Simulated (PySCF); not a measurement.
Species: C₂H₈GeO₂.
Numbering: `[CH3:1][O:2][CH2:3][O:4][GeH3:5]` (hydrogens: H6, H7, H8 on C1; H9, H10 on C3; H11, H12, H13 on Ge5)

The calculation used PBE0-D3(BJ)/def2-SVP geometry optimisation, gas phase (PySCF).

Question: Give the optimised bond lengths and angles.

Answer: 
```
                     bond  length (Å)   order
                    C1–O2       1.394  single
                    O2–C3       1.400  single
                    C3–O4       1.369  single
                   O4–Ge5       1.800  single
             C1–H6, C1–H8       1.108  single
                    C1–H7       1.098  single
            C3–H9, C3–H10       1.114  single
Ge5–H11, Ge5–H12, Ge5–H13       1.537  single
```

Bonds in one row agree within 0.01 Å and their mean is given. Orders are formal, as drawn. A selection of angles:
```
      angle  degrees
   O2–C1–H6    111.9
   O2–C1–H7    107.8
   H6–C1–H7    108.7
   H6–C1–H8    108.0
   C1–O2–C3    114.3
   O2–C3–O4    109.1
   O2–C3–H9    108.8
  O2–C3–H10    110.6
   O4–C3–H9    111.9
  O4–C3–H10    108.5
  H9–C3–H10    108.0
  C3–O4–Ge5    118.0
 O4–Ge5–H11    102.6
 O4–Ge5–H12    108.9
 O4–Ge5–H13    111.2
H11–Ge5–H12    111.2
```

Torsions: C1–O2–C3–O4 170° (antiperiplanar); O2–C3–O4–Ge5 -41° (synclinal). The mirror-image conformer, all signs reversed, is as good.

Ge5 (germanium bonded to O and 3 H) is distorted tetrahedral (angles from 102.6° to 111.7°). O2 (ether oxygen) is bent (angle 114.3°). Of the pairs four or more bonds apart, H6···H9 is among the closest relative to their van der Waals radii: 2.32 Å, 97 % of the sum of Bondi's values. The 3 C–O bonds span 1.369 Å (C3–O4, drawn single) to 1.400 Å (O2–C3, drawn single), a spread of 0.031 Å.

Point group: C1 (no symmetry element, even within 0.4 Å). Not checked by PBE0-D3(BJ)/def2-SVP frequencies. One conformer, not necessarily the lowest.
